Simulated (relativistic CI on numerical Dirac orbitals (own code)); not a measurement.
# Sensitivity of the levels of Ne3+ to α

Calculated at this level of theory: Dirac-Coulomb-Breit CI, orbitals from a KLI potential per configuration, valence Slater integrals scaled by 0.85, P86 correlation energy added to each configuration, derivatives by finite differences, QED left out (own radial code, finite nucleus).

CI space (outside the closed core 1s2): 2s2 2p3, 2s 2p4, 2p5, 2s2 2p2 3s, 2s2 2p2 3p, 2s2 2p2 3d, 2p4 3s, 2s 2p3 3s. Levels of other configurations are missing.

With x = (α/α₀)² − 1 an excitation energy changes as ω = ω₀ + qx; K = 2q/ω₀ is the relative enhancement. Terms are leading LS components, so labels can repeat.

Lowest level 2s2 2p3 4S°_3/2.

```tsv
Level	ω₀ (cm⁻¹)	q (cm⁻¹)	K
2s2 2p3 2D°_5/2	38720	-46.68	-0.00241
2s2 2p3 2D°_3/2	38759	-41.33	-0.00213
2s2 2p3 2P°_1/2	55317	78.88	0.00285
2s2 2p3 2P°_3/2	55333	137.3	0.00496
2s 2p4 4P_5/2	188906	1021	0.0108
2s 2p4 4P_3/2	189515	1633	0.0172
2s 2p4 4P_1/2	189836	1951	0.0205
2s 2p4 2D_5/2	257457	1415	0.011
2s 2p4 2D_3/2	257482	1434	0.0111
2s 2p4 2S_1/2	295312	1488	0.0101
2s 2p4 2P_3/2	319491	1317	0.00824
2s 2p4 2P_1/2	320191	2027	0.0127
2s2 2p2 3s 4P_1/2	477209	-1009	-0.00423
```

For a near-neutral ion this model can misplace configurations by up to about 10,000 cm⁻¹ (more where the count of f electrons changes) and terms by 10 to 25 % of their spread. Rates follow the energies as ν³ (E1, M1) or ν⁵ (E2), so they and the lifetimes can be off by large factors. The fine structure of a lone outer electron comes out too small, for d and f at times inverted, and misplaced configurations move strength between like terms.
